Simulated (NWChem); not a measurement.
System: LaF$_{2}$, doublet; SMILES [F][La][F]

The following NWChem deck was run.

```
start job
memory heap 200 mb stack 900 mb global 1100 mb
geometry units angstroms noautoz
  La     0.001644     0.188700     0.000000
  F     -1.958111     1.073547     0.000000
  F      1.977232     1.037604     0.000000
end
basis spherical
  * library def2-svp
end
ecp
  La library def2-ecp
end
dft
  odft
  mult 2
  xc b3lyp
  iterations 150
  mulliken
end
task dft energy
```

Excerpt of the output:

```
             Northwest Computational Chemistry Package (NWChem) 7.3.0
             --------------------------------------------------------

 C2V symmetry detected

                             Geometry "geometry" -> ""
                             -------------------------

 Output coordinates in angstroms (scale by  1.889725989 to convert to a.u.)

  No.       Tag          Charge          X              Y              Z
 ---- ---------------- ---------- -------------- -------------- --------------
    1 La                  57.0000     0.00000000     0.00000000    -0.20805880
    2 F                    9.0000     1.96775357     0.00000000     0.65885285
    3 F                    9.0000    -1.96775357     0.00000000     0.65885285

 Effective nuclear repulsion energy (a.u.)     263.3899844346

      Symmetry information
      --------------------

 Group name             C2v
 Group number             16
 Group order               4
 No. of unique centers     2

                                 NWChem DFT Module
                                 -----------------

 Summary of "ao basis" -> "ao basis" (spherical)
 ------------------------------------------------------------------------------
       Tag                 Description            Shells   Functions and Types
 ---------------- ------------------------------  ------  ---------------------
 La                         def2-svp                12       32   6s3p2d1f
 F                          def2-svp                 6       14   3s2p1d

      Symmetry analysis of basis
      --------------------------

        a1         25
        a2          7
        b1         17
        b2         11

            General Information
            -------------------
          SCF calculation type: DFT
          Wavefunction type:  spin polarized.
          No. of atoms     :     3
          No. of electrons :    29
           Alpha electrons :    15
            Beta electrons :    14
          Charge           :     0
          Spin multiplicity:     2
          Use of symmetry is: on ; symmetry adaption is: on
          Maximum number of iterations: 150
          AO basis - number of functions:    60
                     number of shells:    24
          Convergence on energy requested:  1.00D-06
          Convergence on density requested:  1.00D-05
          Convergence on gradient requested:  5.00D-04

              XC Information
              --------------
                         B3LYP Method XC Potential
                     Hartree-Fock (Exact) Exchange  0.200
                        Slater Exchange Functional  0.800 local
                    Becke 1988 Exchange Functional  0.720 non-local
              Lee-Yang-Parr Correlation Functional  0.810
                  VWN I RPA Correlation Functional  0.190 local

             Grid Information
             ----------------
          Grid used for XC integration:  medium
          Radial quadrature: Mura-Knowles
          Angular quadrature: Lebedev.
          Tag              B.-S. Rad. Rad. Pts. Rad. Cut. Ang. Pts.
          ---              ---------- --------- --------- ---------
          La                  1.95      123          11.0       590
          F                   0.50       49           9.0       434
          Grid pruning is: on
          Number of quadrature shells:   172
          Spatial weights used:  Erf1

      Superposition of Atomic Density Guess
      -------------------------------------

 Sum of atomic energies:        -234.12787242

      Non-variational initial energy
      ------------------------------

 Total energy =    -229.310080
 1-e energy   =    -447.512783
 2-e energy   =     158.583470
 HOMO         =      -0.142857
 LUMO         =       0.022233

   Symmetry analysis of molecular orbitals - initial alpha
   -------------------------------------------------------

  Numbering of irreducible representations:

     1 a1          2 a2          3 b1          4 b2

  Orbital symmetries:

     1 a1          2 b1          3 a1          4 b1          5 a1
     6 b1          7 a1          8 b2          9 a1         10 a2
    11 b1         12 b2         13 a1         14 b1         15 a1
    16 b2         17 a1         18 b2         19 b1         20 a1
    21 a2         22 a1         23 b1         24 a1         25 a2

   Symmetry analysis of molecular orbitals - initial beta
   ------------------------------------------------------

  Numbering of irreducible representations:

     1 a1          2 a2          3 b1          4 b2

  Orbital symmetries:

     1 a1          2 b1          3 a1          4 b1          5 a1
     6 b1          7 a1          8 b2          9 a1         10 a2
    11 b1         12 b2         13 a1         14 b1         15 a1
    16 b2         17 a1         18 b2         19 b1         20 a1
    21 a2         22 a1         23 b1         24 a1         25 a2

     ---------------------------------------------
      Total Density - Mulliken Population Analysis
     ---------------------------------------------

    Atom       Charge   Shell Charges
 -----------   ------   -------------------------------------------------------
    1 La  11     9.44   0.11 -0.53  1.63  0.79  0.46  0.53  5.33  0.70  0.02  0.28  0.05  0.07
    2 F    9     9.78   1.99  1.17  0.80  3.63  2.19  0.00
    3 F    9     9.78   1.99  1.17  0.80  3.63  2.19  0.00

     --------------------------------------------
      Spin Density - Mulliken Population Analysis
     --------------------------------------------

    Atom       Charge   Shell Charges
 -----------   ------   -------------------------------------------------------
    1 La  11     1.00   0.00 -0.02  0.03 -0.03  0.42  0.52  0.00  0.00  0.00  0.04  0.01  0.00
    2 F    9     0.00   0.00  0.00 -0.00  0.00 -0.00  0.00
    3 F    9     0.00   0.00  0.00 -0.00  0.00 -0.00  0.00

   convergence    iter        energy       DeltaE   RMS-Dens  Diis-err
 ---------------- ----- ----------------- --------- --------- ---------
 d= 0,ls=0.0,diis     1   -231.0530462928 -2.91D+02  3.16D-02  3.59D-01
                                                     2.41D-02  3.46D-01
 d= 0,ls=0.0,diis     2   -228.7609821102  2.29D+00  1.92D-02  6.53D+00
                                                     1.69D-02  6.56D+00
 d= 0,ls=0.0,diis     3   -231.2431928970 -2.48D+00  2.02D-03  2.44D-02
                                                     8.21D-04  2.46D-02
 d= 0,ls=0.0,diis     4   -231.2513783815 -8.19D-03  1.08D-03  1.02D-03
                                                     5.22D-04  1.00D-03
 d= 0,ls=0.0,diis     5   -231.2520770320 -6.99D-04  5.54D-04  1.70D-05
                                                     7.71D-05  1.45D-05
  Resetting Diis
 d= 0,ls=0.0,diis     6   -231.2521424507 -6.54D-05  4.95D-04  3.90D-06
                                                     4.30D-05  2.84D-06
 d= 0,ls=0.0,diis     7   -231.2521759692 -3.35D-05  2.28D-04  1.83D-06
                                                     2.96D-05  1.48D-06
 d= 0,ls=0.0,diis     8   -231.2521857884 -9.82D-06  1.16D-04  9.11D-07
                                                     1.24D-05  6.75D-07
 d= 0,ls=0.0,diis     9   -231.2521892068 -3.42D-06  1.62D-04  7.48D-07
                                                     1.48D-05  6.59D-07
 d= 0,ls=0.0,diis    10   -231.2521925564 -3.35D-06  1.96D-04  2.82D-07
                                                     1.79D-05  2.43D-07
 d= 0,ls=0.0,diis    11   -231.2521941342 -1.58D-06  7.11D-06  2.06D-09
                                                     1.05D-06  1.74D-09
 d= 0,ls=0.0,diis    12   -231.2521941380 -3.74D-09  1.50D-06  4.90D-11
                                                     1.20D-07  3.44D-11

         Total DFT energy =     -231.252194137967
      One electron energy =     -451.419411945123
           Coulomb energy =      185.817029708702
    Exchange-Corr. energy =      -25.269044728960
 Nuclear repulsion energy =       59.619232827414

 Numeric. integr. density =       28.999996868510

                  Occupations of the irreducible representations
                  ----------------------------------------------

                     irrep           alpha         beta
                     --------     --------     --------
                     a1                7.0          6.0
                     a2                1.0          1.0
                     b1                5.0          5.0
                     b2                2.0          2.0

                    DFT Final Alpha Molecular Orbital Analysis
                    ------------------------------------------

 Vector   13  Occ=1.000000D+00  E=-3.610339D-01  Symmetry=b2
              MO Center=  2.2D-13, -2.8D-15,  6.3D-01, r^2= 4.3D+00
   Bfn.  Coefficient  Atom+Function         Bfn.  Coefficient  Atom+Function
  ----- ------------  ---------------      ----- ------------  ---------------
    37      0.455058  2 F  py                51      0.455058  3 F  py
    40     -0.322533  2 F  py                54     -0.322533  3 F  py
     8     -0.130271  1 La py                17     -0.099076  1 La d -1
    14     -0.054573  1 La py                26     -0.054131  1 La f -3
    11     -0.047368  1 La py                22     -0.035158  1 La d -1

 Vector   14  Occ=1.000000D+00  E=-3.475443D-01  Symmetry=b1
              MO Center=  3.6D-14, -3.0D-16,  6.1D-01, r^2= 4.3D+00
   Bfn.  Coefficient  Atom+Function         Bfn.  Coefficient  Atom+Function
  ----- ------------  ---------------      ----- ------------  ---------------
    38      0.398415  2 F  pz                52     -0.398415  3 F  pz
     7      0.287053  1 La px                41     -0.274245  2 F  pz
    55      0.274245  3 F  pz                36      0.234066  2 F  px
    50      0.234066  3 F  px                39     -0.151511  2 F  px
    53     -0.151511  3 F  px                19     -0.138195  1 La d  1

 Vector   15  Occ=1.000000D+00  E=-1.510978D-01  Symmetry=a1
              MO Center=  5.0D-15,  1.1D-14, -6.4D-01, r^2= 5.5D+00
   Bfn.  Coefficient  Atom+Function         Bfn.  Coefficient  Atom+Function
  ----- ------------  ---------------      ----- ------------  ---------------
     5      0.780311  1 La s                  3     -0.461203  1 La s
    20     -0.395427  1 La d  2               2      0.363848  1 La s
     4     -0.274293  1 La s                  6      0.271811  1 La s
    25     -0.171866  1 La d  2              15     -0.162851  1 La pz
     1     -0.160019  1 La s                  9     -0.091941  1 La pz

 Vector   16  Occ=0.000000D+00  E=-8.318911D-02  Symmetry=b2
              MO Center= -7.2D-15,  1.3D-12, -6.0D-01, r^2= 4.1D+00
   Bfn.  Coefficient  Atom+Function         Bfn.  Coefficient  Atom+Function
  ----- ------------  ---------------      ----- ------------  ---------------
    17      0.773672  1 La d -1              22      0.301864  1 La d -1
    14     -0.258602  1 La py                 8     -0.137997  1 La py
    11     -0.078313  1 La py                37      0.064165  2 F  py
    51      0.064165  3 F  py                40     -0.060460  2 F  py
    54     -0.060460  3 F  py

 Vector   17  Occ=0.000000D+00  E=-8.313355D-02  Symmetry=a1
              MO Center= -1.0D-14, -1.3D-12, -9.0D-01, r^2= 4.3D+00
   Bfn.  Coefficient  Atom+Function         Bfn.  Coefficient  Atom+Function
  ----- ------------  ---------------      ----- ------------  ---------------
    18      0.677030  1 La d  0              20      0.304381  1 La d  2
    15     -0.294162  1 La pz                23      0.255285  1 La d  0
     6      0.211608  1 La s                  9     -0.162570  1 La pz
    25      0.133618  1 La d  2              12     -0.085054  1 La pz
     4     -0.060357  1 La s                  3     -0.058425  1 La s

 Vector   18  Occ=0.000000D+00  E=-2.588191D-02  Symmetry=a2
              MO Center=  1.3D-15, -6.1D-15, -2.3D-01, r^2= 3.3D+00
   Bfn.  Coefficient  Atom+Function         Bfn.  Coefficient  Atom+Function
  ----- ------------  ---------------      ----- ------------  ---------------
    16      0.852902  1 La d -2              21      0.261790  1 La d -2
    37      0.185681  2 F  py                51     -0.185681  3 F  py
    40     -0.170702  2 F  py                54      0.170702  3 F  py
    27     -0.054653  1 La f -2

                     DFT Final Beta Molecular Orbital Analysis
                     -----------------------------------------

 Vector   12  Occ=1.000000D+00  E=-3.618282D-01  Symmetry=a1
              MO Center=  9.5D-14, -7.3D-17,  6.1D-01, r^2= 4.3D+00
   Bfn.  Coefficient  Atom+Function         Bfn.  Coefficient  Atom+Function
  ----- ------------  ---------------      ----- ------------  ---------------
    36      0.346029  2 F  px                50     -0.346029  3 F  px
    38     -0.294792  2 F  pz                52     -0.294792  3 F  pz
    39     -0.231305  2 F  px                53      0.231305  3 F  px
    41      0.213179  2 F  pz                55      0.213179  3 F  pz
     9      0.161712  1 La pz                 3     -0.140307  1 La s

 Vector   13  Occ=1.000000D+00  E=-3.613735D-01  Symmetry=b2
              MO Center=  2.5D-13, -3.8D-16,  6.3D-01, r^2= 4.3D+00
   Bfn.  Coefficient  Atom+Function         Bfn.  Coefficient  Atom+Function
  ----- ------------  ---------------      ----- ------------  ---------------
    37      0.455914  2 F  py                51      0.455914  3 F  py
    40     -0.323147  2 F  py                54     -0.323147  3 F  py
     8     -0.130343  1 La py                17     -0.093812  1 La d -1
    26     -0.053497  1 La f -3              14     -0.052885  1 La py
    11     -0.046931  1 La py                22     -0.033483  1 La d -1

 Vector   14  Occ=1.000000D+00  E=-3.470238D-01  Symmetry=b1
              MO Center=  6.9D-14, -1.9D-16,  6.1D-01, r^2= 4.3D+00
   Bfn.  Coefficient  Atom+Function         Bfn.  Coefficient  Atom+Function
  ----- ------------  ---------------      ----- ------------  ---------------
    38      0.397135  2 F  pz                52     -0.397135  3 F  pz
     7      0.288862  1 La px                41     -0.273440  2 F  pz
    55      0.273440  3 F  pz                36      0.235933  2 F  px
    50      0.235933  3 F  px                39     -0.153029  2 F  px
    53     -0.153029  3 F  px                19     -0.138262  1 La d  1

 Vector   15  Occ=0.000000D+00  E=-9.242835D-02  Symmetry=a1
              MO Center= -1.1D-15, -3.6D-15, -1.0D+00, r^2= 6.2D+00
   Bfn.  Coefficient  Atom+Function         Bfn.  Coefficient  Atom+Function
  ----- ------------  ---------------      ----- ------------  ---------------
     5      0.635916  1 La s                  6      0.459525  1 La s
     3     -0.433599  1 La s                  2      0.344881  1 La s
     4     -0.265395  1 La s                 15     -0.234697  1 La pz
    20     -0.216354  1 La d  2              18      0.200488  1 La d  0
     1     -0.151676  1 La s                  9     -0.129792  1 La pz

 Vector   16  Occ=0.000000D+00  E=-6.798785D-02  Symmetry=b2
              MO Center= -6.9D-15,  4.5D-14, -5.0D-01, r^2= 3.7D+00
   Bfn.  Coefficient  Atom+Function         Bfn.  Coefficient  Atom+Function
  ----- ------------  ---------------      ----- ------------  ---------------
    17      0.807318  1 La d -1              22      0.281148  1 La d -1
    14     -0.199076  1 La py                 8     -0.105857  1 La py
    37      0.068087  2 F  py                51      0.068087  3 F  py
    40     -0.063060  2 F  py                54     -0.063060  3 F  py
    11     -0.057409  1 La py

[...]
```

Level: B3LYP/def2-SVP with def2 effective core potentials on La, spin-unrestricted. In the optimisation the excess spin sits in a" (Cs, its own frame). Structure relaxed at the PBE0/def2-SVP, spin-unrestricted level. The spin multiplicity was typed, not searched, and may not be the lowest. No stability test was run on the SCF state. def2 effective core potentials on La; no spin-orbit coupling.
